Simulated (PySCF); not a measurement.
Species: trichlorosilane, Cl3HSi.
Bonds: Cl1–Si2, Si2–Cl3, Si2–Cl4. Hydrogens: H5 on Si2.

Theory: TDDFT CAM-B3LYP/def2-SVPD, vertical, gas phase, core orbitals frozen in the response in PySCF. Geometry: PBE0-D3(BJ)/def2-SVP; no solvent, vibrations or thermal averaging.

Orbital energies (eV): HOMO-3 -11.23, HOMO-2 -11.23, HOMO-1 -11.11, HOMO -10.83, LUMO 0.48, LUMO+1 0.99, LUMO+2 1.00.

Computed singlets:

```csv
state,E (eV),f
S1,7.73,0.0000
S2,8.08,0.014
S3,8.08,0.015
S4,8.11,0.057
S5,8.39,0.028
S6,8.39,0.027
S7,8.68,0.043
S8,8.69,0.045
S9,8.71,0.038
S10,8.72,0.048
```

Task: Which orbital pair leads each of S1 and S4, and how does its energy difference Δε compare with the excitation energy?

Result: 

```json
{"state": "S1", "leading configuration": "HOMO→LUMO", "weight": "0.90", "Δε (eV)": "11.30", "E (eV)": "7.73", "E − Δε (eV)": "-3.57", "f": "0.0000", "other configurations": "–"}
{"state": "S4", "leading configuration": "HOMO-1→LUMO", "weight": "0.85", "Δε (eV)": "11.59", "E (eV)": "8.11", "E − Δε (eV)": "-3.48", "f": "0.057", "other configurations": "–"}
```

E − Δε runs from -3.57 to -3.48 eV. Among themselves, these states come in the order of their orbital differences.

H and L stand for HOMO and LUMO. The other states: S2 8.08 eV, f 0.014, H-3/H-2→L (≥70%), H-1→L+1/L+2 (≥12%); S3 8.08 eV, f 0.015, H-3/H-2→L (≥69%), H-1→L+1/L+2 (≥11%); S5 8.39 eV, f 0.028, H→L+1/L+2 (≥59%), H-5→L (18%); S6 8.39 eV, f 0.027, H→L+1/L+2 (≥57%), H-4→L (20%); S7 8.68 eV, f 0.043, H-1→L+1/L+2 (≥33%), H-4→L (29%), H-3/H-2→L (≥11%); S8 8.69 eV, f 0.045, H-1→L+1/L+2 (≥31%), H-5→L (29%), H-3/H-2→L (≥11%); S9 8.71 eV, f 0.038, H→L+1/L+2 (≥16%), H-1→L+1/L+2 (≥14%), H-3/H-2→L+1/L+2 (≥13%); S10 8.72 eV, f 0.048, H-3/H-2→L+1/L+2 (≥19%), H-1→L+1/L+2 (≥18%), H→L+1/L+2 (≥13%).

Task: Pair triplets and singlets of the same leading configuration (75% or more in both) and give the splittings.

Result: 

```json
{"configuration": "HOMO→LUMO", "triplet": "T1", "E(T) (eV)": "7.27", "singlet": "S1", "E(S) (eV)": "7.73", "E(S) − E(T) (eV)": "+0.46"}
{"configuration": "HOMO-1→LUMO", "triplet": "T2", "E(T) (eV)": "7.49", "singlet": "S4", "E(S) (eV)": "8.11", "E(S) − E(T) (eV)": "+0.61"}
```

The 4 triplets are Tamm–Dancoff values, the singlets full response.

The run took 29 s on Arm Neoverse N1, one thread, shared host.
